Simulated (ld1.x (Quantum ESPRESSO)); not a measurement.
**u(r) = r·R(r): atom against pseudo-atom (Ga)**

Columns: radius, all-electron u(r) and pseudo u(r) of the 4s shell (level -16.66 eV) of gallium in the configuration [Ar] 3d10 4s2 4p0; LDA (PZ), scalar-relativistic, ultrasoft scheme, ld1.x (Quantum ESPRESSO) 7.5.

```
r (bohr)  all-electron   pseudo
   0.108       -0.1619  -0.0788
   0.215       -0.1135  -0.1559
   0.322        0.1567  -0.2311
   0.430        0.3180  -0.3040
   0.538        0.3237  -0.3732
   0.645        0.2265  -0.4373
   0.752        0.0804  -0.4963
   0.860       -0.0802  -0.5502
   0.968       -0.2330  -0.5980
   1.075       -0.3667  -0.6391
   1.182       -0.4786  -0.6738
   1.290       -0.5689  -0.7023
   1.398       -0.6378  -0.7243
   1.505       -0.6870  -0.7399
   1.612       -0.7197  -0.7493
   1.720       -0.7384  -0.7530
   1.828       -0.7449  -0.7509
   1.935       -0.7416  -0.7433
   2.042       -0.7304  -0.7306
   2.150       -0.7128  -0.7128
   2.258       -0.6901  -0.6901
   2.365       -0.6640  -0.6640
   2.472       -0.6353  -0.6353
   2.580       -0.6044  -0.6044
   2.688       -0.5725  -0.5725
   2.795       -0.5404  -0.5404
```

Q: How many radial nodes do the two functions have?

A: The all-electron 4s function has n − l − 1 = 3 (the table is too coarse to show those close to the nucleus); the pseudo-wave has 0, since the states of the same l below it are removed with the core.

Q: At about which radius was the pseudo-wave matched?

A: 2.15 bohr. The columns agree to 0.0005 from 2.04 bohr on; several derivatives are matched, so the curves merge somewhat inside the radius.

Q: Where does each function peak?

A: Outermost all-electron maximum near 1.83 bohr, pseudo maximum near 1.72 bohr (to the table’s step).

Q: Is the pseudo-wave norm-conserving?

A: No, it belongs to an ultrasoft set: the norm inside the radius is not constrained, and the difference is carried by the augmentation charge.
